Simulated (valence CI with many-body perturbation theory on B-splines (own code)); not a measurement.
## Os⁶¹⁺: electric-dipole lines

Method: configuration interaction combined with many-body perturbation theory (CI+MBPT): five valence electrons over a frozen Dirac-Fock core [Ne], a basis of 11 s, 11 p, 10 d, 8 f, 5 g, 2 h functions for each j, with the one-electron correlation potential Σ1 (screened to all orders), the two-electron term Σ2, the three-electron term Σ3, Breit, model QED; selected single and double excitations, second order for the rest, scaled by the run's own slope (own B-spline code, finite nucleus).

No measured spectrum was set against this ion. As an estimate, large intervals hold to a few tenths of a per cent, small ones and those within an open d or f shell to about a per cent. Among the levels kept, up to 3100 cm⁻¹ of a level comes from second order outside the variational space, and about a tenth of that is noise between levels of different J, which matters for small intervals.

Lines 201 to 250 of 565 in falling wavelength, among levels below 11992 × 10³ cm⁻¹, chosen from the strongest by gf and those to the six lowest levels. Wavelengths and rates use the calculated energies. Electric multipoles are in the length gauge with retardation, E1 and E2 with the static RPA response of the core. Weak lines are less certain than strong ones. Lines between different terms over intervals too small for the method are left out, as are lines whose strength nearly cancels. The highest levels of a list are the least certain.

Levels are named by their leading jj configuration (3d3/2^4 stands for four electrons in 3d with j = 3/2), which in mixed levels can hold well under half, so a name can repeat and another be missing. Letters in brackets count levels of one name in rising energy.

```tsv
λ vac (Å)	Upper	Lower	A (s⁻¹)	log gf	Branch %
33.85	(3s^2 3p3/2 3d3/2 3d5/2) J=3/2 [c]	(3s^2 3p3/2^2 3d3/2) J=1/2	5.65e+11	-0.41	8.9
33.80	(3s 3p1/2^2 3d3/2 3d5/2) J=5/2 [b]	(3s^2 3p3/2^3) J=3/2	2.56e+11	-0.58	45.1
33.78	(3s 3p1/2^2 3d5/2^2) J=3/2	(3s^2 3p1/2 3d3/2^2) J=3/2	8.90e+10	-1.22	13.1
33.78	(3s^2 3p1/2 3d5/2^2) J=7/2	(3s^2 3p1/2 3p3/2 3d5/2) J=7/2 [a]	1.90e+11	-0.58	24.9
33.77	(3s^2 3p3/2 3d3/2 3d5/2) J=9/2 [b]	(3s^2 3p3/2^2 3d3/2) J=7/2	8.50e+11	0.16	21.1
33.77	(3s 3p1/2^2 3d5/2^2) J=7/2	(3s 3p1/2^2 3p3/2 3d5/2) J=5/2 [a]	3.63e+10	-1.30	6.1
33.69	(3s^2 3p3/2 3d3/2 3d5/2) J=3/2 [c]	(3s^2 3p3/2^2 3d3/2) J=3/2 [a]	2.72e+11	-0.73	4.3
33.63	(3s 3p1/2^2 3p3/2 3d5/2) J=7/2 [b]	(3s 3p1/2^2 3p3/2^2) J=5/2	1.81e+11	-0.61	12.2
33.44	(3s 3p1/2^2 3d3/2 3d5/2) J=5/2 [b]	(3s 3p1/2^2 3p3/2 3d3/2) J=5/2 [a]	6.89e+10	-1.16	12.1
33.25	(3s^2 3p3/2 3d3/2 3d5/2) J=5/2 [d]	(3s^2 3p3/2^2 3d3/2) J=3/2 [a]	8.69e+10	-1.06	2.2
33.16	(3s 3p1/2 3p3/2^2 3d5/2) J=5/2 [d]	(3s 3p1/2 3p3/2^3) J=3/2 [a]	5.25e+10	-1.28	3.9
33.05	(3s 3p1/2 3p3/2^2 3d5/2) J=3/2 [d]	(3s 3p1/2 3p3/2^3) J=5/2	1.44e+11	-1.02	3.4
32.72	(3s^2 3p1/2 3p3/2 3d5/2) J=1/2	(3s^2 3p1/2 3p3/2^2) J=3/2	7.14e+10	-1.64	12.3
32.72	(3s^2 3p3/2 3d3/2 3d5/2) J=5/2 [d]	(3s^2 3p3/2^2 3d3/2) J=7/2	7.55e+10	-1.14	1.9
32.38	(3s 3p1/2 3p3/2^2 3d5/2) J=5/2 [e]	(3s 3p1/2 3p3/2^3) J=3/2 [a]	7.57e+10	-1.15	3.6
26.87	(3s 3p1/2^2 3p3/2 3d3/2) J=5/2 [a]	(3s^2 3p1/2^2 3d5/2) J=5/2	3.65e+08	-3.63	0.8
26.24	(3s 3p1/2^2 3p3/2 3d3/2) J=7/2	(3s^2 3p1/2^2 3d5/2) J=5/2	1.64e+10	-1.87	32.9
25.22	(3s 3p1/2^2 3p3/2 3d3/2) J=3/2 [b]	(3s^2 3p1/2^2 3d5/2) J=5/2	4.86e+09	-2.73	0.6
24.68	(3s 3p1/2^2 3p3/2 3d3/2) J=5/2 [b]	(3s^2 3p1/2^2 3d5/2) J=5/2	6.70e+09	-2.44	0.5
23.59	(3s 3p1/2 3p3/2^2 3d5/2) J=7/2 [a]	(3s^2 3p1/2 3p3/2 3d5/2) J=5/2 [b]	2.24e+11	-0.82	25.1
23.24	(3s^2 3p1/2 3d3/2^2) J=5/2	(3s^2 3p1/2^2 3d5/2) J=5/2	5.14e+08	-3.60	0.0
22.74	(3s 3p1/2 3p3/2^2 3d5/2) J=9/2 [b]	(3s^2 3p1/2 3p3/2 3d5/2) J=7/2 [b]	2.80e+11	-0.66	43.2
22.71	(3s 3p1/2 3p3/2^2 3d5/2) J=7/2 [a]	(3s^2 3p1/2 3p3/2 3d5/2) J=5/2 [a]	8.38e+10	-1.29	9.4
22.46	(3s 3p1/2 3p3/2^2 3d3/2) J=5/2 [b]	(3s^2 3p1/2 3p3/2 3d3/2) J=3/2 [b]	2.92e+11	-0.88	8.5
22.40	(3s 3p1/2 3p3/2^2 3d5/2) J=1/2 [b]	(3s^2 3p1/2 3p3/2 3d5/2) J=3/2 [b]	3.35e+11	-1.30	10.8
22.37	(3s 3p1/2 3p3/2^3) J=3/2 [a]	(3s^2 3p1/2 3p3/2^2) J=1/2	3.38e+10	-1.99	2.4
22.23	(3s 3p1/2 3p3/2^2 3d5/2) J=9/2 [a]	(3s^2 3p1/2 3p3/2 3d5/2) J=7/2 [a]	5.56e+11	-0.39	95.2
22.18	(3s 3p1/2 3p3/2^2 3d3/2) J=1/2 [a]	(3s^2 3p1/2 3p3/2 3d3/2) J=1/2 [a]	7.56e+11	-0.95	81.7
22.13	(3s 3p1/2 3p3/2^2 3d3/2) J=5/2 [a]	(3s^2 3p1/2 3p3/2 3d3/2) J=3/2 [a]	3.32e+11	-0.83	46.5
22.11	(3s 3p1/2 3p3/2 3d3/2^2) J=7/2 [a]	(3s^2 3p1/2 3d3/2^2) J=5/2	1.09e+11	-1.19	14.6
22.05	(3s 3p1/2 3p3/2^2 3d3/2) J=3/2 [c]	(3s^2 3p1/2 3p3/2 3d3/2) J=1/2 [b]	3.71e+11	-0.97	8.0
22.03	(3s 3p1/2 3p3/2^2 3d5/2) J=7/2 [a]	(3s^2 3p1/2 3p3/2 3d5/2) J=7/2 [a]	4.75e+11	-0.56	53.2
22.00	(3s 3p1/2 3p3/2^2 3d3/2) J=7/2 [b]	(3s^2 3p1/2 3p3/2 3d3/2) J=5/2 [b]	3.24e+11	-0.73	11.6
21.98	(3s 3p1/2 3p3/2^2 3d3/2) J=5/2 [a]	(3s^2 3p1/2 3p3/2 3d3/2) J=5/2 [a]	2.07e+11	-1.05	29.0
21.86	(3s 3p1/2^2 3p3/2 3d3/2) J=5/2 [a]	(3s^2 3p1/2^2 3d3/2) J=3/2	5.26e+09	-2.65	11.2
21.84	(3s 3p1/2 3p3/2^2 3d3/2) J=5/2 [c]	(3s^2 3p1/2 3p3/2 3d3/2) J=3/2 [b]	1.21e+11	-1.29	3.5
21.79	(3s 3p1/2 3p3/2^2 3d5/2) J=11/2	(3s^2 3p1/2 3p3/2 3d5/2) J=9/2	4.50e+11	-0.42	95.2
21.78	(3s 3p1/2^2 3p3/2 3d3/2) J=3/2 [a]	(3s^2 3p1/2^2 3d3/2) J=3/2	4.73e+10	-1.87	46.9
21.76	(3s 3p1/2 3p3/2 3d3/2^2) J=3/2 [a]	(3s 3p1/2^2 3p3/2 3d3/2) J=3/2 [b]	2.93e+11	-1.08	43.8
21.75	(3s 3p1/2 3p3/2^3) J=3/2 [a]	(3s^2 3p1/2 3p3/2^2) J=5/2	5.27e+10	-1.83	3.7
21.72	(3s 3p1/2 3p3/2^2 3d5/2) J=7/2 [b]	(3s^2 3p1/2 3p3/2 3d5/2) J=5/2 [b]	1.45e+11	-1.09	6.4
21.72	(3s 3p1/2 3p3/2^2 3d5/2) J=9/2 [b]	(3s^2 3p1/2 3p3/2 3d5/2) J=9/2	3.45e+11	-0.61	53.1
21.71	(3s^2 3p3/2^3) J=3/2	(3s^2 3p1/2^2 3d3/2) J=3/2	1.48e+10	-2.38	74.7
21.70	(3s 3p1/2 3p3/2^2 3d5/2) J=1/2 [a]	(3s^2 3p1/2 3p3/2 3d5/2) J=3/2 [a]	6.41e+11	-1.04	63.9
21.69	(3s 3p1/2^2 3p3/2^2) J=5/2	(3s^2 3p1/2^2 3p3/2) J=3/2	4.01e+11	-0.77	93.5
21.69	(3s 3p1/2^2 3p3/2 3d5/2) J=5/2 [a]	(3s^2 3p1/2^2 3d5/2) J=5/2	2.43e+11	-0.99	49.5
21.68	(3s 3p1/2^2 3p3/2 3d3/2) J=1/2 [a]	(3s^2 3p1/2^2 3d3/2) J=3/2	5.44e+09	-3.12	11.7
21.57	(3s 3p1/2 3p3/2^2 3d3/2) J=3/2 [a]	(3s 3p1/2^2 3p3/2^2) J=3/2	4.76e+11	-0.88	59.8
21.55	(3p1/2^2 3p3/2^3) J=3/2	(3s^2 3p1/2 3p3/2 3d3/2) J=3/2 [a]	4.54e+11	-0.90	16.1
21.54	(3p1/2^2 3p3/2^3) J=3/2	(3s^2 3p1/2 3p3/2 3d3/2) J=1/2 [a]	2.32e+11	-1.19	8.3
```
